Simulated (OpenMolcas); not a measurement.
**Multiplet structure of Cl⁶⁺**

```yaml
Program: OpenMolcas 26.06
Method: CASSCF
Basis: ANO-RCC-VTZP [5s4p2d1f]
Scalar_Hamiltonian: DKH2, point nucleus
Active_space: 1 electron in 4 orbitals (3s 3p)
State_averaging: 2S+1 = 2 even, 1 root; 2S+1 = 2 odd, 3 roots
Spin-orbit_coupling: state interaction with AMFI integrals over the reference wave functions, term energies averaged over their components
```

Spin-free terms above the lowest, with the occupations of the reference:

```
Configuration  Term  E (cm⁻¹)  Occupations
           3s    ²S       0.0      3s 1.00
           3p   ²P°    124087      3p 1.00
```

With spin-orbit coupling, above the lowest level:

| Configuration | Term | J | E (cm⁻¹) | Measured (cm⁻¹) | g | Term weight % |
| --- | --- | --- | --- | --- | --- | --- |
| 3s | ²S | 1/2 | 0.0 | 0.0 | 2.002 | 100 |
| 3p | ²P° | 1/2 | 122979 | 123001 | 0.666 | 100 |
| 3p | ²P° | 3/2 | 124642 | 124891 | 1.334 | 100 |

Against the 2 measured excited levels shown (Moore, Atomic Energy Levels, vol. I, NSRDS-NBS 35 (1971 reprint of NBS Circular 467, 1949)) the mean absolute deviation is 140 cm-1; the largest miss in energy is 3p ²P°_3/2: computed 124642, measured 124891 cm⁻¹ (-0.2 %).

With one active electron the reference holds no correlation, so core polarisation is missing. Computed and measured levels are paired by configuration, term and J; levels that our copy of the source lacks, or whose pairing is in doubt (as where it misses far off the trend of its configuration), stay unpaired and out of the deviations. Levels of configurations outside the active space are missing.

The term weight is that of the spin-free term in the level, not the purity of its configuration. ° marks odd parity.
